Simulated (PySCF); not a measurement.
# How the functional moves excitation energies

Species: C4H7As.
Structure used (PBE0-D3(BJ)/def2-SVP), in Å, numbered top down from 1:
```xyz
12
C4H7As angstrom
C      1.5791    1.0905    0.5641
C      1.1633   -0.0064    0.2556
C      0.6248   -1.2903   -0.1297
As    -1.0255   -1.1997   -1.2541
C     -2.0236    0.0979   -0.1708
H      1.9639    2.0529    0.8450
H      0.3638   -1.8889    0.7584
H      1.3628   -1.8741   -0.7025
H     -0.4478   -0.1679   -2.2184
H     -2.8511    0.4977   -0.7737
H     -1.3783    0.9221    0.1641
H     -2.4489   -0.4173    0.7024
```

Linear-response calculations in the def2-SVPD basis (PySCF; singlets by full response, triplets Tamm–Dancoff, core orbitals frozen in the response; HF means time-dependent Hartree–Fock). 'Strongest' is the level of largest summed f among the singlets computed (10 roots, of which the last may lack a degenerate partner); it can jump between rows when another state enters that window. S1 is the lowest singlet of each run and needn't be the same state throughout; f(S1) is that of one state. The structure is a single PBE0-D3(BJ)/def2-SVP conformer in the gas phase; no vibrational or solvent corrections. The LDA/def2-SVPD calculation is non-relativistic and has no spin–orbit coupling, an omission that weighs most on arsenic.

| functional | kind | S1 (eV) | f(S1) | strongest (eV) | T1 (eV) | HOMO (eV) | gap (eV) | ionisation energy, ΔSCF (eV) |
| --- | --- | --- | --- | --- | --- | --- | --- | --- |
| LDA | LDA | 5.48 | 0.018 | 5.60 | 4.74 | -5.95 | 5.06 | 8.79 |
| PBE | GGA | 5.50 | 0.015 | 5.65 | 4.65 | -5.81 | 5.13 | 8.59 |
| B3LYP | global hybrid, 20% exact exchange | 5.82 | 0.025 | 5.95 | 4.84 | -6.69 | 6.62 | 8.81 |
| BHandHLYP | global hybrid, 50% exact exchange | 6.10 | 0.025 | 7.03 | 4.93 | -7.84 | 8.76 | 8.87 |
| CAM-B3LYP | range-separated hybrid | 6.09 | 0.041 | 6.21 | 4.96 | -8.15 | 9.23 | 8.99 |
| wB97X-D | range-separated hybrid | 6.15 | 0.074 | 6.96 | 5.06 | -8.66 | 10.54 | 8.94 |
| LC-wPBE | range-separated hybrid | 6.31 | 0.032 | 7.31 | 4.97 | -9.44 | 11.64 | 9.12 |
| HF | Hartree–Fock | 5.93 | 0.002 | 7.52 | 4.54 | -9.29 | 11.85 | not settled |

Task: What does PBE0 (global hybrid, 25% exact exchange) give?

Result: S1 (eV) 5.96, f(S1) 0.046, strongest (eV) 6.08, T1 (eV) 4.81, HOMO (eV) -6.88, gap (eV) 7.05, ionisation energy, ΔSCF (eV) 8.79. S1 runs from 5.48 eV (LDA) to 6.31 eV (LC-wPBE), a spread of 0.83 eV, while the orbital gap spreads over 6.8 eV. −ε(HOMO) comes closest to its own ΔSCF ionisation energy with wB97X-D (-0.28 eV) and misses most with LDA (-2.84 eV). 'Not settled' means that the ion's SCF failed to converge or may have ended in another state than the lowest.
